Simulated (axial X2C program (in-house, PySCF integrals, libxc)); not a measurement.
# Bond lengths and stretching modes, held linear, of HTaF

Computed with an axial X2C code built on PySCF integrals: two-component X2C with atomic mean-field Coulomb and Gaunt terms, Gaussian nuclei, basis H dyall-v3z, Ta dyall-v3z, F dyall-av3z with contracted cores. Spin-free rows use the one-electron spin-free X2C Hamiltonian.

Masses H 1.008, Ta 180.948, F 18.998 u. States: 2c Ω = 3/2 (beyond evenly filled blocks: ω = 1/2, ω = -3/2, ω = 5/2); spin-free M_S = 3/2, Λ = 0 (beyond evenly filled blocks: σα, δ+α, δ-α).

BHandHLYP, 2c: energies above the lowest point

| r(H–Ta) (Å) | r(Ta–F) (Å) | E (meV) |
| --- | --- | --- |
| 1.8242 | 1.8320 | 58.99 |
| 1.8242 | 1.8790 | 11.63 |
| 1.8242 | 1.9260 | 25.53 |
| 1.8710 | 1.8320 | 41.83 |
| 1.8710 | 1.8790 | 0.00 |
| 1.8710 | 1.9260 | 18.91 |
| 1.8710 | 1.9729 | 85.11 |
| 1.9178 | 1.8320 | 48.89 |
| 1.9178 | 1.8790 | 12.25 |
| 1.9178 | 1.9260 | 35.87 |
| 1.9646 | 1.8790 | 44.69 |
| 1.9646 | 1.9729 | 147.17 |

Problem. Fit a quadratic surface with cubic terms in each bond: where is the minimum, and what are the two stretching wavenumbers?

Solution. At BHandHLYP, 2c: bonds 1.868 and 1.887 Å; harmonic stretches 640.9 and 1718.8 cm⁻¹; force constants 1.74, 4.23 and coupling 0.34 mdyn/Å.

The other levels and Hamiltonians give:

```csv
Hamiltonian,level,r(H–Ta) (Å),r(Ta–F) (Å),lower stretch (cm⁻¹),upper stretch (cm⁻¹)
2c,PBE0,1.870,1.879,640.3,1690.2
2c,HF,1.889,1.900,635.3,1715.9
2c,MP2,1.862,1.888,640.6,1749.1
spin-free,PBE0,1.872,1.880,641.4,1690.8
spin-free,HF,1.892,1.901,636.8,1716.3
spin-free,BHandHLYP,1.870,1.886,643.2,1719.9
spin-free,MP2,1.865,1.888,642.6,1750.1
```

Each state is one determinant, the lowest of a limited PBE0 search; the stretches come from a fit to these few points and carry an uncertainty of a few per cent. Other orders of the atoms were not compared. MP2 freezes inner shells (threshold -2 hartree). The molecule was held linear; bending was not examined, so a bent shape may lie lower. Note: several unpaired electrons, one determinant need not be a pure state.
